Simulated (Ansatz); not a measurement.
A structure relaxed at PBE0-D4/def2-SVPD in Ansatz, charge -1, singlet:

```xyz
5

Rb    1.1482    0.5951    2.2629
Rb   -1.1497   -0.6030   -2.2605
F     2.2482    1.1819    4.4274
F     0.0037   -0.0074    0.0006
F    -2.2505   -1.1664   -4.4304
```

Problem. Give its formula and point group.

Solution. the cluster Rb2F3⁻. Point group D∞h (tolerance 0.1 Å).

Problem. Summarise the bond lengths by kind (pairs closer than 1.2 times the sum of covalent radii, bridged metal pairs left out).

Solution. 4 × F–Rb 2.50 to 2.61 Å.

In the def2 sets Rb takes a core potential; there is no spin–orbit coupling. Another isomer (singlet) lies 0.02 eV lower at PBE0-D4/def2-TZVPD; other spin states weren't run for this one.
